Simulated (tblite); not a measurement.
Species: C₆H₁₀FO (doublet state).
SMILES with atom numbers: `[F:1][C@@H:2]1[CH:3][CH2:4][CH2:5][CH2:6][O:7][CH2:8]1` (hydrogens: H9 on C2; H10 on C3; H11, H12 on C4; H13, H14 on C5; H15, H16 on C6; H17, H18 on C8)

Computed geometry: GFN2-xTB, gas phase. This method treats the open shell by occupation alone, without spin polarisation.

Problem. Give the optimised bond lengths and angles.

Solution. 
```csv
bond,length (pm),order
F1–C2,138.2,single
C2–C3,147.1,single
C3–C4,148.0,single
C4–C5,152.9,single
C5–C6,153.4,single
C6–O7,141.2,single
O7–C8,139.6,single
C2–C8,155.8,single
C2–H9,110.3,single
C3–H10,107.6,single
C4–H11,110.0,single
C4–H12,109.9,single
C5–H13,109.2,single
C5–H14,109.1,single
C6–H15,109.3,single
C6–H16,110.0,single
C8–H17,109.3,single
C8–H18,110.0,single
```

Orders are formal, as drawn. A selection of angles:
```csv
angle,degrees
F1–C2–C3,109.7
F1–C2–C8,107.3
C3–C2–C8,113.4
C2–C3–C4,123.1
C3–C4–C5,114.8
C4–C5–C6,113.7
C5–C6–O7,114.1
C6–O7–C8,115.2
C2–C8–O7,112.9
```

Torsions: F1–C2–C3–C4 174° (antiperiplanar); C2–C3–C4–C5 7° (synperiplanar); C3–C4–C5–C6 58° (synclinal); C4–C5–C6–O7 -86° (synclinal); C5–C6–O7–C8 74° (synclinal); C6–O7–C8–C2 -69° (synclinal); F1–C2–C8–O7 -159° (antiperiplanar).

The 5 C–C bonds span 1.471 Å (C2–C3, drawn single) to 1.558 Å (C2–C8, drawn single), a spread of 0.087 Å. C3 (carbon bonded to 2 C and H) is planar (angles 123.1°, 119.3° and 117.4°, sum 359.8°, 0.04 Å off the plane of its three neighbours). Of the pairs four or more bonds apart, H16···H18 is among the closest relative to their van der Waals radii: 2.35 Å, 98 % of the sum of Bondi's values. The 7-membered ring C2–C3–C4–C5–C6–O7–C8 has internal angles of 112.9° to 123.1°; it is puckered, 0.29 Å rms from its mean plane, widest ring torsion 86°. O7 (oxygen bonded to 2 C) is bent (angle 115.2°).

Point group: C1 (no symmetry element, even within 0.4 Å). Its GFN2-xTB frequencies are all real (lowest 58 cm⁻¹). 3 starts were optimised and ended at 0.00, 0.00 and 1.65 kcal/mol (GFN2-xTB); the lowest of these is shown.

One conformer stands for the species.
